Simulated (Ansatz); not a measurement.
Consider the redistribution: `C[CH2][Sn][F]` + `B[CH2][SnH2][CH3]` → `C[CH2][Sn][CH3]` + `B[CH2][SnH2][F]`.

Program: Ansatz. Geometries: PBE0-D4/def2-TZVP. ΔE: electronic, gas phase. CCSD(T)/CBS is the MP2 limit (def2-TZVPP, def2-QZVPP) plus CCSD(T) − MP2 in def2-TZVPP, frozen cores. Functionals use def2-TZVPP. B3LYP here is the variant with VWN-RPA as its local correlation; programs differ in this. def2 core potentials past Kr. For Sn outer-core shells are correlated without core-valence functions, which leaves a few kJ/mol of doubt a bond. Each species was taken in one conformer, which may not be the lowest.

```tsv
level	ΔE (kJ/mol)	difference from CCSD(T)/CBS
PBE-D4	66.1	2.2
r2SCAN-D4	63.7	-0.2
PBE0-D4	62.9	-1.0
B3LYP-D4	63.1	-0.8
ωB97X-V	62.9	-1.0
ωB97M-V	63.3	-0.6
B2PLYP	63.9	0.0
PBE	67.0	3.1
r2SCAN	63.8	-0.1
PBE0	63.6	-0.3
B3LYP	64.5	0.6
HF/def2-TZVPP	52.4	-11.5
MP2/def2-TZVPP	63.7	-0.2
SCS-MP2/def2-TZVPP	61.6	-2.3
CCSD/def2-TZVPP	59.6	-4.3
CCSD(T)/def2-TZVPP	60.6	-3.3
HF/def2-QZVPP	52.5	-11.4
MP2/def2-QZVPP	65.5	1.6
SCS-MP2/def2-QZVPP	63.0	-0.9
HF/CBS(def2)	52.5	-11.4
MP2/CBS(def2)	66.9	3.0
CCSD/CBS(def2)	62.8	-1.1
CCSD(T)/CBS	63.9	0
```

Largest T1 diagnostic among the species: 0.015.

From PBE to PBE0 (25 % exact exchange), in def2-TZVPP and without D4, ΔE moves by −3.4 kJ/mol. In def2-TZVPP, CCSD(T) changes the Hartree–Fock value by +8.2 kJ/mol (the triples alone add +1.0 kJ/mol) and MP2 by +11.2 kJ/mol.
